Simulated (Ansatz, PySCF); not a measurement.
Molecule: CI (charge 0, doublet). 
Structure (B3LYP-D3(BJ)/def2-TZVP (Ansatz, a program for electronic structure) minimum search):
```xyz
2

C      0.0000     0.0000    -1.8315
I      0.0000     0.0000     0.2073
```
Charge 0, spin multiplicity 2.

Total electronic energies in hartree. Valence correlation only, unless marked. UHF or UKS for open shells. Spin-orbit coupling is left out. The frozen core is the preceding noble-gas configuration, with the filled d and f shells of earlier blocks. In def2 rows, elements after Kr have scalar-relativistic effective core potentials. Basis-set limits of correlation are two-point, X^-3; Hartree-Fock from the larger set. [CCSD(T)-MP2]/basis is that difference in the basis named.

The UHF reference is spin-contaminated (<S^2> 0.18 over the pure value in the largest basis). The T1 diagnostic of CCSD in the largest basis is 0.062, which is high, so the coupled-cluster rows are less sure than usual.

| level | program | energy (Eh) |
|---|---|---|
| HF/def2-TZVPD | PySCF | -334.38858 |
| BLYP-D3(BJ)/def2-TZVPD | Ansatz + dftd3 | -335.59782 |
| BP86-D3(BJ)/def2-TZVPD | PySCF + dftd3 | -335.79051 |
| BP86/def2-TZVPD | PySCF | -335.78819 |
| M06-L/def2-TZVPD | PySCF | -335.81540 |
| BHLYP-D4/def2-TZVPD | Ansatz + dftd4 | -335.58001 |
| BHLYP/def2-TZVPD | Ansatz | -335.57824 |
| TPSSh-D4/def2-TZVPD | PySCF + dftd4 | -335.56831 |
| r2SCAN0-D4/def2-TZVPD | Ansatz + dftd4 | -335.71018 |
| HSE06/def2-TZVPD | Ansatz | -335.60943 |
| LC-wPBE/def2-TZVPD | Ansatz | -335.64002 |
| wB97X-V/def2-TZVPD | Ansatz | -335.61933 |
| RPA@PBE/def2-QZVPP | Ansatz | -334.86636 |
| MP2/def2-SVP | Ansatz | -334.50206 |
| MP2/def2-QZVPPD | Ansatz | -334.65365 |
| CCSD/def2-TZVPP | Ansatz | -334.66115 |
| CCSD/def2-QZVPP | Ansatz | -334.68757 |
| CCSD/CBS(def2-TZVPP,def2-QZVPP) | Ansatz | -334.7047 |
| CCSD(T)/def2-SVP | Ansatz | -334.54399 |
| CCSD(T)/def2-QZVPP | Ansatz | -334.70531 |
| CCSD(T)/def2-QZVPPD | Ansatz | -334.70565 |
| RI-MP2/CBS(def2-TZVPPD,def2-QZVPPD)+[CCSD(T)-MP2]/def2-QZVPPD | Ansatz | -334.7239 |
| CCSD(T)/CBS(def2-TZVPPD,def2-QZVPPD) | Ansatz | -334.7237 |

Totals of different functionals don't rank their quality; only differences between species are comparable.
